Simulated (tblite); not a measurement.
C₉H₉OP.
SMILES with atom numbers: `[CH3:1][O:2][C:3]1=[C:4]([c:5]2[cH:6][cH:7][cH:8][cH:9][cH:10]2)[PH:11]1` (hydrogens: H12, H13, H14 on C1; H15 on C6; H16 on C7; H17 on C8; H18 on C9; H19 on C10; H20 on P11)

Computed with GFN2-xTB (tblite), gas phase: L-BFGS steps from a force-field or distance-geometry start until the largest atomic force falls under 0.01 eV/Å.

Geometry at step 46:
```
atom  x, y, z in Å
C1      3.7995   -1.1573    0.3990
O2      2.3949   -1.3346    0.4234
C3      1.7066   -0.6118   -0.4437
C4      0.5474   -0.0698   -0.7696
C5     -0.8117    0.1540   -0.3639
C6     -1.4817   -0.8432    0.3496
C7     -2.7274   -0.5939    0.8904
C8     -3.3281    0.6448    0.7215
C9     -2.6986    1.6167   -0.0411
C10    -1.4544    1.3727   -0.5937
P11     1.8670    0.3042   -2.0254
H12     4.2170   -1.9797    0.9748
H13     4.1923   -1.1783   -0.6221
H14     4.0651   -0.2026    0.8629
H15    -1.0059   -1.8043    0.4784
H16    -3.2257   -1.3771    1.4447
H17    -4.2795    0.8486    1.1910
H18    -3.1835    2.5682   -0.2128
H19    -0.9686    2.1377   -1.1839
H20     2.3702    1.5163   -1.4826
```

**Question.** What forces act on the atoms?

**Answer.** 
```csv
atom,Fx (eV/Å),Fy (eV/Å),Fz (eV/Å)
C1,-0.028,-0.022,0.010
O2,-0.148,0.040,-0.072
C3,0.059,0.064,-0.086
C4,-0.028,0.000,0.042
C5,0.054,0.030,0.022
C6,0.053,0.023,0.027
C7,0.022,-0.026,-0.039
C8,0.019,-0.029,0.017
C9,-0.016,-0.066,-0.042
C10,0.011,-0.028,0.003
P11,-0.083,-0.007,0.062
H12,0.048,-0.008,0.021
H13,-0.070,-0.009,-0.031
H14,0.031,-0.013,0.017
H15,0.012,0.022,0.048
H16,-0.024,0.070,0.020
H17,-0.022,0.000,-0.081
H18,0.037,-0.030,0.040
H19,0.067,-0.060,0.021
H20,0.007,0.052,0.003
```

The largest, 0.17 eV/Å, acts on O2; the rms over all components is 0.045 eV/Å. The forces sum to zero within rounding, as they must for an isolated molecule in no field.

**Question.** Give the force on O2 in Eh/bohr and in nN.

**Answer.** 0.169 eV/Å ÷ 51.422 = 0.00329 Eh/bohr, and 0.169 eV/Å × 1.602 = 0.27 nN.

**Question.** How far is this geometry from the end of the optimisation?

**Answer.** 0.102 eV above it, and 0.546 Å rms away after alignment. The bonds farthest from their final lengths, with half the difference of the two atoms' forces along the bond (positive lengthens):

```
   bond  now (Å)  final (Å)  force along bond (eV/Å)
 C4–P11    1.860      1.849                    -0.03
  C4–C5    1.436      1.427                    -0.04
  O2–C3    1.322      1.319                    -0.04
P11–H20    1.420      1.423                    +0.03
 C9–C10    1.383      1.381                     0.00
 C5–C10    1.397      1.395                    -0.01
```

The angle farthest from its final value is C5–C4–P11, 146.2° against 143.4°.

The cost below is that of the whole relaxation. On an Arm Neoverse V1 with one thread, shared host with 32 logical CPUs at a one-minute load of 9.9, this took 1.2 s of wall time.
